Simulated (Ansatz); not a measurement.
Species: C₄H₄N, net charge -1, singlet state. It need not be the lowest isomer of its formula. Whether it binds its extra electron was not tested at this geometry. SMILES: N#C/C=[C-]\C
Geometry from a B3LYP-D3(BJ)/def2-TZVP (Ansatz, an electronic-structure program) optimisation:
```
C
C 1 1.3623
H 2 1.0913 1 121.07
C 2 1.4335 3 112.85 1 180.00
N 4 1.1626 3 152.57 2 -180.00
C 1 1.5125 2 116.24 3 180.00
H 6 1.0976 1 109.22 2 -122.92
H 6 1.0976 7 104.86 1 116.95
H 6 1.1075 7 107.58 8 114.31
```
Charge -1, spin multiplicity 1.

Parts of the frozen-core correlation energy in cc-pwCVTZ (Ansatz, hartree). Frozen orbitals: 5; correlated occupied orbitals by spin: 13 and 13; virtual: 253 and 253. No spin-orbit coupling. Non-relativistic.

| term | value |
|---|---|
| reference (HF) | -208.24448 |
| MP2 opposite-spin | ___ |
| MP2 same-spin | -0.20806 |
| CCSD correlation | ___ |
| (T) | ___ |
| T1 diagnostic | 0.017 |
| largest doubles amplitude | 0.071 |

Question: Fill in the missing entries.

Answer: 
- MP2 opposite-spin, value: -0.63908
- CCSD correlation, value: -0.86725
- (T), value: -0.04589
